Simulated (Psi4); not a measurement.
Intermolecular potential of HBr ··· CH3F (SMILES Br and CF). Monomers: optimised at B3LYP-D3(BJ) (def2-TZVP), held rigid. Orientation: lowest of the rigid-body minima from ten starts at GFN2-xTB. R is the distance of the centres of mass, along which the second monomer moves.

HF/aug-cc-pVTZ, counterpoise-corrected (Psi4); PBE-D3(BJ)/def2-TZVP, counterpoise-corrected (Psi4); wB97X-D/def2-TZVP, counterpoise-corrected (Psi4).

Interaction energies in kcal/mol:

```
R / Å  HF/aug-cc-pVTZ  PBE-D3(BJ)/def2-TZVP
-----  --------------  --------------------
3.63             4.05                  1.22
3.81             0.57                 -1.26
4.01            -1.17                 -2.29
4.21            -1.78                 -2.47
4.37            -1.88                 -2.35
4.61            -1.76                 -2.02
4.88            -1.50                 -1.62
5.19            -1.21                 -1.23
5.72            -0.84                 -0.78
6.44            -0.53                 -0.46
7.43            -0.31                 -0.26
8.71            -0.17                 -0.14
```

Estimate the wB97X-D/def2-TZVP values at these points.

3.63: 2.04; 3.81: -0.68; 4.01: -1.82; 4.21: -2.08; 4.37: -2.04; 4.61: -1.85; 4.88: -1.57; 5.19: -1.26; 5.72: -0.84; 6.44: -0.51; 7.43: -0.29; 8.71: -0.16 (kcal/mol).
